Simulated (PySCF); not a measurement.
C2H8Ge2.
Z-matrix (Å and degrees, PBE0-D3(BJ)/def2-SVP geometry), rows numbered from 1:
```
C 
C   1  1.3353
Ge  2  1.9443  1  124.36
Ge  3  2.4202  2  111.05  1     4.65
H   1  1.0959  2  121.84  3   179.82
H   1  1.0963  2  122.31  3    -0.21
H   2  1.0976  1  118.59  3  -179.83
H   3  1.5442  2  109.65  1  -116.82
H   3  1.5438  2  109.53  1   126.08
H   4  1.5407  3  111.12  2   -60.08
H   4  1.5400  3  109.95  2  -179.96
H   4  1.5406  3  110.87  2    60.22
```

Linear response at PBE0/def2-SVPD (PySCF, frozen core in the response, non-relativistic). The PBE0/def2-SVPD calculation is non-relativistic and has no spin–orbit coupling, an omission that weighs most on germanium.

Static isotropic polarisability: 91.43 au (13.55 Å³), principal values 73.1, 98.5, 102.7 au.

Task: What is the polarisability at 1064 nm and at the sodium D line?

Result: 92.55 au at 1064 nm (+1.2 %), 95.21 au at 589.3 nm (+4.1 %). The rise at 589.3 nm is 3.39 times that at 1064 nm; a pure ω² law gives 3.26. The lowest singlet lies at 197 nm, shorter than both wavelengths.

Task: What is the isotropic C6 coefficient between two such molecules, C6 = (3/π)∫α(iω)² dω?

Result: 2719 au (Eh·bohr⁶) by a ten-point quadrature over imaginary frequencies, which is 1620 eV·Å⁶ or 157 J·nm⁶/mol.

Task: Which effective excitation energy ω̄ makes London's formula C6 = (3/4)α²ω̄ exact here?

Result: ω̄ = 4·C6/(3α²) = 0.434 Eh = 11.8 eV. A one-pole form α(ω) = α/(1 − ω²/ω̄²) fitted to the 1064 nm value gives 10.6 eV.

Task: How many electrons N does the Slater–Kirkwood formula C6 = (3/4)·√N·α^(3/2) need to give this C6?

Result: N = (4·C6/3)²/α³ = 17.2; the species has 84 electrons in all.

Task: What molar refraction at the D line follows from R = (4π/3)·N_A·α′, with α′ the polarisability volume?

Result: α′ = 14.11 Å³ gives R = 35.59 cm³/mol, for isolated, non-vibrating species.

Task: What does −C6/R⁶ come to at R = 10 Å between centres?

Result: -160 J/mol. This is the leading, orientation-averaged term; C8 and higher terms are left out.

Task: What n − 1 at the D line would an ideal gas of it have at 273.15 K and 1 atm (2.6868 × 10¹⁹ cm⁻³), by n − 1 = 2π·N·α′?

Result: 23.82 × 10⁻⁴, a formal value whether or not that pressure can be reached.

Task: The lowest 6 singlets have (eV, f): 6.30, 0.002; 6.92, 0.013; 7.03, 0.194; 7.08, 0.002; 7.17, 0.038; 7.20, 0.025. What share of the static polarisability do they carry in the sum over states α = Σ f/ω²?

Result: 4.09 au, 4.5 % of α; the largest term, 2.91 au, is that of the state at 7.03 eV. Their oscillator strengths add up to 0.27. Higher states carry the rest.

Task: What three-body coefficient follows from the one-pole estimate C9 = (3/4)·α·C6?

Result: 186000 au. This is an estimate from the two numbers above, not a computed integral.

One conformer stands for the species.
